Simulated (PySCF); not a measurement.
## TDDFT excited states: C5H8OSi

Species: C5H8OSi.
SMILES: `C=C1C=CCO[SiH2]1`

Computed with TDDFT wB97X-D/def2-SVPD, vertical, gas phase, core orbitals frozen in the response (PySCF). Isolated species at its GFN2-xTB geometry (one conformer only).

What does the calculation give for the low-lying excited states?

```
state  E (eV)  λ (nm)       f  main configurations (H = HOMO, L = LUMO)
   S1    5.66   218.9   0.556                                 H→L (96%)
   S2    5.80   213.7  0.0024                  H-1→L (75%), H-2→L (21%)
   S3    6.50   190.8   0.012                               H→L+1 (90%)
   S4    6.77   183.0   0.012     H-2→L (63%), H-1→L (19%), H→L+2 (11%)
   S5    6.81   182.1  0.0046                  H→L+2 (73%), H-2→L (10%)
   S6    7.06   175.7   0.030                  H→L+3 (64%), H→L+4 (26%)
   S7    7.24   171.2  0.0070              H-1→L+1 (70%), H-1→L+2 (12%)
   S8    7.51   165.1  0.0079     H→L+4 (35%), H→L+5 (31%), H→L+6 (19%)
```

Triplets (Tamm–Dancoff): T1 3.26 eV, H→L (93%); T2 5.09 eV, H-3→L (29%), H→L+3 (28%), H→L+4 (17%); T3 5.50 eV, H-1→L (70%), H-2→L (23%).

The lowest singlet comes at 219 nm (546 kJ/mol) in the ultraviolet; it is strong; its leading configuration is HOMO→LUMO (96%). The lowest level is also the most intense of those listed (f = 0.556). Löwdin shares by element: HOMO carbon 82% or more (atoms not listed hold the other 18%); LUMO carbon 78% or more (atoms not listed hold the other 22%). Weighted by f, the mean energy of these states is 5.82 eV. Orbital energies (eV): HOMO-3 -11.45, HOMO-2 -10.19, HOMO-1 -9.79, HOMO -8.52, LUMO 0.73, LUMO+1 2.05, LUMO+2 2.27. The oscillator strengths of these states sum to 0.632; summed over the whole spectrum of an exact calculation they would give the number of electrons, 60 (Thomas–Reiche–Kuhn). Only the lowest 8 singlets were computed, as vertical energies without vibronic structure.
